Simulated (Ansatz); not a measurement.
Cost and result for the atomization energy of `BN=C=N` (7 atoms, 6 bonds).

Charge 0, multiplicity 1. Geometry: relaxed with PBE0-D4/def2-TZVP. It is one conformer, not always the lowest. Program: Ansatz. All runs use 2 threads of an Arm Neoverse V2 on a shared host. Times are those of one run each, without the atoms' runs, and a repeat can differ threefold. Electronic energies, without spin–orbit coupling; frozen cores. CCSD(T)/CBS adds CCSD(T) − MP2 in def2-TZVPP to the MP2 limit, and its time is that of the two runs behind it. T1 = 0.017. B3LYP takes the VWN-RPA correlation (the form of Gaussian; ORCA's B3LYP/G).

CCSD(T)/CBS is a level of theory with its own doubt, some kJ/mol a heavy atom from the limit and from the frozen cores, so smaller differences don't rank the functionals.

| level | functions | wall time | atomization (kJ/mol) | difference from CCSD(T)/CBS | per bond |
| --- | --- | --- | --- | --- | --- |
| revPBE-D4/def2-TZVPP | 166 | 1.1 s | 2910.3 | 85.8 | 14.3 |
| CCSD(T)/def2-SVP | 71 | 1.1 s | 2671.0 | -153.5 | -25.6 |
| BLYP-D4/def2-TZVPP | 166 | 1.2 s | 2942.6 | 118.1 | 19.7 |
| PBE0-D4/def2-TZVPP | 166 | 1.4 s | 2893.3 | 68.8 | 11.5 |
| BHLYP-D4/def2-TZVPP | 166 | 1.5 s | 2757.8 | -66.7 | -11.1 |
| CAM-B3LYP-D4/def2-TZVPP | 166 | 1.6 s | 2896.4 | 71.9 | 12.0 |
| B3LYP-D4/def2-TZVPP (with forces) | 166 | 1.9 s | 2902.6 | 78.1 | 13.0 |
| PBE-QIDH/def2-TZVPP | 166 | 2.5 s | 2829.4 | 4.9 | 0.8 |
| ωB97X-V/def2-TZVPP | 166 | 4.3 s | 2865.7 | 41.2 | 6.9 |
| B97M-V/def2-TZVPP | 166 | 4.9 s | 2879.2 | 54.7 | 9.1 |
| MP2/def2-QZVPP | 318 | 8 s | 2876.9 | 52.4 | 8.7 |
| CCSD(T)/def2-TZVPP | 166 | 21 s | 2735.8 | -88.7 | -14.8 |
| CCSD(T)/CBS(def2) | – | 29 s | 2824.5 | 0.0 | 0.0 |

At CCSD(T), def2-SVP lies −153.5 kJ/mol from the extrapolated value and def2-TZVPP −88.7 kJ/mol: correlation converges slowly with the basis, and small sets miss more of it in the bonded molecule than in its fragments. In def2-TZVPP, CCSD(T) changes the Hartree–Fock value by +810.6 kJ/mol (the triples alone add +65.0 kJ/mol) and MP2 by +898.9 kJ/mol; breaking electron pairs costs correlation energy, which Hartree–Fock lacks. The D4 term adds +14.7 kJ/mol with B3LYP and +7.6 kJ/mol with PBE0; it sums over pairs of atoms, weighted by their polarisabilities, and B3LYP, whose exchange is more repulsive, gets the larger term.
